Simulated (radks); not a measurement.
Values are calculated unless marked as measured or tabulated.
Sb13+, configuration [Kr] 4d2 (the NIST ground configuration).

Level of theory: Dirac Kohn-Sham, BLYP, spin-unpolarised, spherical densities, finite nucleus; open shells fill j = l - 1/2 first; Fermi nuclear charge, rms radius 4.6802 fm (a radial shooting solver on a logarithmic mesh with Libxc functionals).

Energy parts (hartree):
total: -6425.97335
kinetic: 6785.04439
electron-nucleus: -15203.35698
Hartree: 2153.50290
exchange-correlation: -161.16366

Orbitals (lengths in bohr, moments of r in powers of bohr; <r^-3> diverges for s and p1/2):
orbital  occ.  eigenvalue (hartree)     <r^2>  <r^-3>
1s1/2       2             -1123.687  0.001094       -
2s1/2       2             -180.0110   0.01766       -
2p1/2       2             -169.1260   0.01310       -
2p3/2       4             -159.8654   0.01439    4600
3s1/2       2             -43.51428    0.1239       -
3p1/2       2             -39.07379    0.1185       -
3p3/2       4             -37.34773    0.1267   874.8
3d3/2       4             -29.53501    0.1072   139.0
3d5/2       6             -29.17378    0.1096   129.3
4s1/2       2             -14.85455    0.6215       -
4p1/2       2             -13.25530    0.6623       -
4p3/2       4             -12.86673    0.6979   198.7
4d3/2       2             -10.22090    0.7971   27.62
4d5/2       0             -10.14968    0.8088   25.70

The highest occupied level is 4d3/2 at -278.12 eV. For comparison, the ionisation energy in NIST's Atomic Spectra Database is 292 eV (theoretical). In exact Kohn-Sham theory the highest level is minus the ionisation energy, but local and semilocal functionals leave it too shallow, through self-interaction and a potential that decays too fast; potentials with the right tail come closer.

Beside tabulated values, note that spin-unpolarised runs miss the spin-polarisation part of the exchange energy of open shells.
